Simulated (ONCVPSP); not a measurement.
**Transferability test, ONCV potential for As**

```
Element                 : arsenic
Generator               : ONCVPSP 4.0.1
Type                    : optimised norm-conserving Vanderbilt (ONCV)
Functional              : PBE
Relativity              : scalar-relativistic
Frozen core             : [Ar] 3d10
Valence charge          : 5
Reference configuration : 4s2 4p2 (charge +1)
Partial waves           : 4s: rc 1.75 bohr, ncon 4, nbas 8, qcut 4.7 1/bohr, 2 projectors, debl 1.8 Ha; 4p: rc 1.60 bohr, ncon 3, nbas 7, qcut 5.3 1/bohr, 2 projectors, debl 3.1 Ha
Local potential         : polynomial inside 1.50 bohr (lpopt 2, dvloc0 0 Ha)
Core correction         : polynomial model core, fcfact 0.6
```

Energies are relative to the spin-unpolarised reference configuration 4s2 4p2; without spin polarisation the order of configurations can differ from experiment.

```json
{"valence configuration": "4s2 4p3", "charge": "0", "ΔE all-electron (eV)": "-9.149", "error AE − PS (meV)": "-1.2"}
{"valence configuration": "4s2 4p0", "charge": "+3", "ΔE all-electron (eV)": "45.622", "error AE − PS (meV)": "-66"}
```

(1) What are ΔE and the potential's error for 4s2 4p1?

(2) What are ΔE and the potential's error for 4s0 4p5?

Answers

(1) ΔE = 17.918 eV all-electron; the error (AE − PS) is -12 meV.

(2) ΔE = 9.907 eV all-electron; the error (AE − PS) is -26 meV.
